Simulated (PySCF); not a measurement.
## Ionisation energy of Hf⁺ by level of theory

Hf⁺ [Xe] 4f14 5d1 6s2 (2D) → Hf²⁺ [Xe] 4f14 5d2 (3F), as a difference of total energies. Computed with PySCF 2.14 in def2-TZVPPD with the def2 core potential (60 electrons) (6s5p3d2f1g, 59 functions), with a scalar-relativistic core potential. The calculations carry no spin-orbit coupling.

| method | ionisation energy (eV) |
| --- | --- |
| LDA | 14.993 |
| wB97X-V | 14.133 |
| CAM-B3LYP | 14.530 |

The reference lies between the lowest fine-structure levels, while these numbers refer to the centres of the terms.

For comparison: 14.61 ± 0.04 eV (theoretical estimate listed by NIST; NIST Atomic Spectra Database, ionization energies).
